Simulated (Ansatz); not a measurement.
`[CH3][Sc]([F])[F]` + H₂O → `[OH][Sc]([F])[F]` + CH₄  (formal hydrolysis of the Sc–C bond)

Gas-phase electronic energies from Ansatz, PBE0-D4/def2-TZVP geometries. CCSD(T)/CBS adds triple-zeta CCSD(T) − MP2 to the extrapolated MP2 energy (def2 sets, frozen cores). This one scheme is used for every species. DFT in def2-TZVPP. For Sc outer-core shells are correlated without core-valence functions, which leaves a few kJ/mol of doubt a bond. Scalar relativity is left out up to krypton. One conformer a species, not always the lowest.

`[CH3][Sc]([F])[F]`:

```xyz
7

C    -0.769    0.480    0.429
Sc    0.890   -0.584   -0.492
F     2.543   -0.462    0.313
F     0.567   -1.521   -2.045
H    -1.747    0.078    0.139
H    -0.716    0.470    1.525
H    -0.766    1.539    0.132
```

H₂O:

Cartesian coordinates in Å:
```
O -0.012 -0.161 -0.354
H 0.471 0.623 -0.085
H -0.459 -0.462 0.440
```

`[OH][Sc]([F])[F]`:

```xyz
5

O    -1.192   -0.323    0.398
Sc    0.509    0.138   -0.170
F     1.707    0.933    0.989
F     1.043   -0.189   -1.908
H    -2.067   -0.559    0.691
```

CH₄:

```xyz
5

C     0.000    0.000    0.000
H    -0.402    0.707    0.725
H     0.770    0.489   -0.596
H    -0.801   -0.345   -0.654
H     0.433   -0.851    0.524
```

```json
{"species": "`[CH3][Sc]([F])[F]`", "r2SCANh energy (Eh)": "-1000.42023"}
{"species": "H₂O", "r2SCANh energy (Eh)": "-76.41862"}
{"species": "`[OH][Sc]([F])[F]`", "r2SCANh energy (Eh)": "-1036.41619"}
{"species": "CH₄", "r2SCANh energy (Eh)": "-40.49979"}
```

**Question.** Work out ΔE.

**Answer.** ΔE = (-1036.41619) + (-40.49979) − (-1000.42023) − (-76.41862) = -0.07713 Eh = -202.5 kJ/mol. CCSD(T)/CBS gives -195.0 kJ/mol.

**Question.** What do rigid-rotor, harmonic-oscillator terms from PBE0-D4/def2-TZVP frequencies (298.15 K, 1 bar) make of the CCSD(T)/CBS value? (Best estimate.)

**Answer.** The calculation gave: ΔZPE = +6.1 kJ/mol, ΔH = -191.1 kJ/mol, ΔS = -41 J/(mol·K), ΔG = -179.0 kJ/mol. Modes under 50 cm⁻¹ make the entropy rough.

Largest T1 diagnostic among the species: 0.017.

At CCSD(T), def2-SVP lies −29.0 kJ/mol from the extrapolated value and def2-TZVPP −5.5 kJ/mol. Leaving LDA and LC-ωPBE aside and taking each functional with its dispersion term where it has one, the values, not all of them listed here, spread over 14.1 kJ/mol, from CAM-B3LYP-D4 to HSE06-D4.
